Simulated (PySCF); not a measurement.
1-methylsulfanylbut-2-yne (C5H8S), SMILES C(#CC)CSC. Atoms are numbered in the order given.

```xyz
14

C      3.4854    -0.3913    -1.0162
C      2.0780    -0.0511    -0.8409
C      0.9088     0.2349    -0.6986
C     -0.4955     0.5579    -0.5016
S     -1.1748    -0.3462     0.9560
C     -2.8770     0.2894     0.8843
H      3.6050    -1.4194    -1.3958
H      4.0344    -0.3202    -0.0628
H      3.9737     0.2889    -1.7336
H     -1.0862     0.2845    -1.3932
H     -0.6257     1.6417    -0.3366
H     -3.3715     0.0139    -0.0606
H     -2.9049     1.3837     1.0073
H     -3.4264    -0.1725     1.7169
```

The structure is a stationary point at B3LYP-D3(BJ)/def2-SVP. Other conformers were not sampled.

These are TDDFT-PBE/def2-SVPD (PySCF) values and carry that method's errors.

Vertical excitations. 

| state | energy (eV) | λ (nm) | f | main pairs |
|---|---|---|---|---|
| S1 | 4.75 | 261 | 0.001 | HOMO→LUMO 98 % |
| S2 | 5.05 | 246 | 0.002 | HOMO→LUMO+1 92 % |
| S3 | 5.27 | 235 | 0.000 | HOMO→LUMO+2 90 % |
| S4 | 5.44 | 228 | 0.006 | HOMO→LUMO+3 99 % |
| S5 | 5.51 | 225 | 0.001 | HOMO→LUMO+4 99 % |
| S6 | 5.68 | 218 | 0.001 | HOMO−1→LUMO 99 % |
| S7 | 5.87 | 211 | 0.023 | HOMO−2→LUMO 75 %, HOMO−2→LUMO+1 20 % |
| S8 | 6.05 | 205 | 0.001 | HOMO−1→LUMO+1 97 % |
| S9 | 6.13 | 202 | 0.026 | HOMO→LUMO+5 97 % |
| S10 | 6.20 | 200 | 0.025 | HOMO−2→LUMO+1 48 %, HOMO−2→LUMO+2 42 % |
| T1 | 4.34 | 285 | 0 | HOMO→LUMO 98 % |
| T2 | 4.80 | 258 | 0 | HOMO→LUMO+1 93 % |
| T3 | 5.04 | 246 | 0 | HOMO−2→LUMO 62 %, HOMO−2→LUMO+1 15 %, HOMO−1→LUMO+3 11 % |
| T4 | 5.04 | 246 | 0 | HOMO→LUMO+2 92 % |
Triplets are in the Tamm–Dancoff approximation, which puts them higher than full response would, so one can lie above its singlet here.
